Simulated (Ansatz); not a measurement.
Ansatz (a first-principles code) input (HSE06/def2-TZVPD):

Ansatz 0.2 input:
```yaml
crystal:
  periodic: [false, false, false]
  atoms:
    - {symbol: Sn, position_ang: [0.01039522, 0.00251380, 0.47326224]}
    - {symbol: Cl, position_ang: [1.25327941, 1.52348784, -0.73194987]}
    - {symbol: Cl, position_ang: [-1.28385359, -1.53088138, -0.65999790]}
basis:
  gaussian:
    orbitals: def2-TZVPD
hamiltonian:
  xc: {name: HSE06}
total_charge: 1
magnetization: {spin_polarized: true, initial_magnetization: 1}
output: {forces: true}
```

Output:

```
Functional definition: HSE06
integrals: 0.10 GiB planned
1104 factors; their error is unknown
integrals: 0.13 GiB planned
68 factors; integrals over basis functions are off by at most 3.8e-5 eV
mean field: 1.00 GiB planned
mean field evaluation 1: about -30856.7897 eV, gradient 3.2e1 eV
mean field evaluation 2: about -30833.9722 eV, gradient 7.0e1 eV
mean field evaluation 4: about -30862.1783 eV, gradient 4.1e0 eV
mean field evaluation 8: about -30862.3950 eV, gradient 1.6e-1 eV
mean field evaluation 16: about -30862.3951 eV, gradient 4.6e-4 eV
mean field -30862.39508033 eV, -1134.1720999196 hartree, gradient 1.7e-5 eV, S^2 0.757600; 0 other end points of the search recorded, 0 dependent functions left out
the calculation of the forces begins
reference -30862.39513623 eV, -1134.1721019737 hartree; 28, 27 occupied and 120, 121 virtual orbitals, 1104 factors
Total energy: -30862.39513623 eV, -1134.1721019737 hartree
Atom 0 at     0.010395     0.002514     0.473262 Å, force    -0.009974    -0.002412    -0.454088 eV/Å
Atom 1 at     1.253279     1.523488    -0.731950 Å, force    -0.221353    -0.271277     0.233463 eV/Å
Atom 2 at    -1.283854    -1.530881    -0.659998 Å, force     0.231327     0.273689     0.220625 eV/Å
Dipole moment:     0.008931     0.002160     0.406605 e Å
```
